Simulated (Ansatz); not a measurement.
A nudged elastic band was laid between two geometries of FH + H4OSiZn (9 atoms, charge 0, multiplicity 1).

Level of theory: Ansatz 0.2.0, RKS PBE0-D4/def2-mTZVP.

```yaml
movable_images: 7
climbing_image: yes
spring: 5.0 eV/Å²
optimiser: quadratic models (default)
start_path: through a guess of the saddle point
force_threshold: 0.03 eV/Å
iteration_limit: 60
end_points: relaxed
```

Image 0:

```xyz
9
Properties=species:S:1:pos:R:3
Zn -0.285 -1.048 0.363
Si 1.094 0.829 0.691
O -1.215 -2.575 0.308
H -0.676 1.089 -1.476
F -1.247 0.369 -1.638
H 0.885 1.537 1.984
H 0.762 1.846 -0.374
H 2.553 0.569 0.538
H -1.870 -2.616 -0.396
```

Image 8:

```xyz
9
Properties=species:S:1:pos:R:3
Zn -1.372 -0.770 -0.392
Si 1.211 1.112 0.357
O -1.102 -2.521 -0.308
H 0.574 -0.246 0.465
F -1.739 0.944 -0.533
H 0.490 2.054 1.241
H 1.185 1.536 -1.061
H 2.614 0.936 0.812
H -1.862 -3.046 -0.580
```

**Question.** What changes between the two ends?

**Answer.** Bonds broken: Zn1–Si2, H4–F5. Bonds formed: Zn1–F5, Si2–H4. FH + H4OSiZn becomes FHOZn + H4Si.

**Question.** Give the energies along the band, and the barrier.

**Answer.** The run converged. The highest image is number 4 of 0 to 8, 24.8 kcal/mol above the first end and 31.3 kcal/mol above the last; the last end lies 6.5 kcal/mol below the first. A vibrational analysis at the climbing image gives one clearly imaginary mode, 1147i cm⁻¹: a first-order saddle point. The orbitals stay closed-shell, which can raise the energy where a bond breaks towards radicals; this wasn't checked here.

```csv
image,path coordinate (Å),energy (kcal/mol),Zn1–Si2 (Å),H4–F5 (Å),Zn1–F5 (Å)
0,0.00,0.0,2.35,0.93,2.63
1,1.18,0.5,2.35,0.93,2.62
2,2.36,0.7,2.35,0.93,2.63
3,3.53,4.0,2.37,0.94,2.50
4,4.71,24.8,2.63,1.24,1.98
5,5.74,-2.5,3.28,2.18,1.76
6,6.77,-5.6,3.67,2.87,1.75
7,7.80,-5.9,3.55,2.86,1.75
8,8.84,-6.5,3.28,2.79,1.76
```

**Question.** What is the geometry of the highest image?

**Answer.** 
```xyz
9
Properties=species:S:1:pos:R:3
Zn -0.730 -0.822 -0.222
Si 1.011 1.075 0.309
O -0.672 -2.606 -0.129
H -0.706 1.003 -0.301
F -1.858 0.734 -0.685
H 0.851 2.095 1.378
H 1.815 1.616 -0.817
H 1.773 -0.069 0.900
H -1.486 -3.025 -0.431
```

**Question.** What are the harmonic wavenumbers there?

**Answer.** 1147i, 22, 109, 121, 184, 209, 318, 371, 406, 468, 672, 834, 848, 877, 934, 957, 1441, 2191, 2238, 2250, 3879 cm⁻¹.

The run took 6.6 min on 2 threads of Arm Neoverse V1 (shared host), peak memory 0.27 GiB.
